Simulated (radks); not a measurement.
Re III, 73 electrons, occupied as [Xe] 4f14 5d(3/2: 4, 5/2: 0) 6p(1/2: 1, 3/2: 0) (not the ground configuration). All-electron calculation, Dirac Kohn-Sham, PBE, spin-unpolarised, spherical densities, finite nucleus; Fermi nuclear charge, rms radius 5.3698 fm. Program: a radial shooting solver on a logarithmic mesh with Libxc functionals.

X-ray form factor f0, the Fourier transform of the density (f0(0) = 73):

| sin(theta)/lambda (1/angstrom) | f0 (electrons) |
|---|---|
| 0.05 | 72.142 |
| 0.1 | 69.863 |
| 0.15 | 66.760 |
| 0.2 | 63.318 |
| 0.25 | 59.801 |
| 0.3 | 56.346 |
| 0.4 | 49.918 |
| 0.5 | 44.342 |
| 0.6 | 39.591 |
| 0.8 | 31.963 |
| 1 | 26.169 |
| 1.25 | 21.040 |
| 1.5 | 17.770 |
| 2 | 14.054 |
